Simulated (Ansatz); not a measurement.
**Cost against result**

Saddle point of SiH4SeF2, closed shell (SiH₂F₂ ([F][SiH2][F]) + H₂Se → SiH₂SeF₂ ([F][SiH]([F])[SeH]) + H₂; bonds formed: Si1–Se7, H2–H6; bonds broken: Si1–H2, H6–Se7), PBE0-D4/def2-TZVP structure:

Si1  (-0.345, -0.548, -0.374)
H2  (-0.650, -0.171, 1.247)
F3  (-0.771, 0.500, -1.485)
F4  (-1.753, -1.309, -0.225)
H5  (0.559, -1.688, -0.566)
H6  (0.200, 0.238, 1.117)
Se7  (1.727, 0.843, 0.184)
H8  (1.034, 2.136, 0.101)
(Å)

Barriers are electronic and count from the start structure reached by relaxing down the imaginary mode.

Ansatz 0.2.0; basis: as named in each row; cores frozen in the correlated methods. Filled d shells of the heavier atoms are correlated. The def2 sets are not built for correlating such inner shells, so the correlated values are less sure here. B3LYP uses VWN-RPA correlation. Extrapolation: Hartree–Fock as exp(−7.88 √X), correlation as X^−2.97.

Times are rough, for one single point on 4 threads of a shared host (Intel Xeon Platinum 8488C).

The estimate by CCSD(T) at an estimated basis limit (MP2 extrapolated from triple and quadruple zeta, plus CCSD(T) − MP2 in triple zeta) is 2.006 eV.

| method | basis | time (s) | barrier (eV) | method less estimate |
| --- | --- | --- | --- | --- |
| HF | STO-3G | under 1 | 4.415 | 2.409 |
| PBE-D4 | STO-3G | under 1 | 2.400 | 0.394 |
| SPW92 | def2-SVP | under 1 | 1.234 | -0.772 |
| PBE-D4 | def2-SVP | under 1 | 1.557 | -0.449 |
| B3LYP-D4 | 6-31G | under 1 | 2.450 | 0.444 |
| PBE0-D4 | def2-SVP | under 1 | 1.786 | -0.220 |
| SPW92 | def2-TZVPP | under 1 | 1.236 | -0.770 |
| PBE-D4 | def2-TZVPP | 1 | 1.540 | -0.467 |
| BLYP-D4 | def2-TZVPP | 1 | 1.822 | -0.184 |
| BHLYP-D4 | def2-TZVPP | 2 | 2.196 | 0.190 |
| B3LYP-D4 | def2-TZVPP | 2 | 1.959 | -0.047 |
| PBE0-D4 | def2-TZVPP | 2 | 1.739 | -0.267 |
| r2SCAN-D4 | def2-TZVPP | 2 | 1.674 | -0.332 |
| CAM-B3LYP-D4 | def2-TZVPP | 2 | 2.070 | 0.064 |
| wB97M-V | def2-SVP | 2 | 2.006 | 0.000 |
| r2SCAN0-D4 | def2-TZVPP | 2 | 1.817 | -0.189 |
| RPA on PBE | def2-TZVPP | 2 | 2.142 | 0.136 |
| CCSD(T) | def2-SVP | 3 | 2.350 | 0.344 |
| B2PLYP | def2-TZVPP | 3 | 2.038 | 0.032 |
| PBE-QIDH | def2-TZVPP | 3 | 1.921 | -0.085 |
| B97M-V | def2-TZVPP | 4 | 1.861 | -0.145 |
| wB97X-V | def2-TZVPP | 4 | 2.043 | 0.037 |
| wB97M-V | def2-TZVPP | 4 | 1.986 | -0.020 |
| MP2 | def2-QZVPP | 11 | 1.960 | -0.046 |
| CCSD(T) | def2-TZVPP | 53 | 2.096 | 0.090 |

All methods are single points on the PBE0-D4 structures.

The T1 diagnostic stays at or below 0.012.

Labels in which every atom is bracketed show which atoms are joined, not bond orders.
